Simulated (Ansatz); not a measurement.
Worked example: SnH3(CH3) + InH2(NH2) → SnH3(NH2) + InH2(CH3)

Species: SnH3(CH3), singlet; InH2(NH2), singlet; SnH3(NH2), singlet; InH2(CH3), singlet. The partners trade CH3 for NH2: Sn–CH3 and In–NH2 bonds give way to Sn–NH2 and In–CH3.

Shapes, held fixed at every level: PBE0-D4/def2-TZVP. Programs: Ansatz 0.2.0. Electronic energies: no zero-point or thermal term.

At CCSD(T)/def2-TZVPP; 1 Eh = 2625.50 kJ/mol:

| species | energy (Eh) |
| --- | --- |
| SnH3(CH3) | -255.270769 |
| InH2(NH2) | -246.543445 |
| SnH3(NH2) | -271.311971 |
| InH2(CH3) | -230.488388 |

Q: Work out ΔE of the reaction at this level.

A: 
1. Products less reactants: (-271.311971) + (-230.488388) − [(-255.270769) + (-246.543445)] = 0.013855 Eh = +36.4 kJ/mol.

Other levels give +35.1 (BHLYP-D4/def2-TZVPP) to +39.0 kJ/mol (CCSD(T)/def2-SVP). No measured value is set beside it here. For atoms past krypton def2 sets carry core potentials with scalar relativity. Correlated rows may include outer-core shells of In, Sn, which these sets cover unevenly.
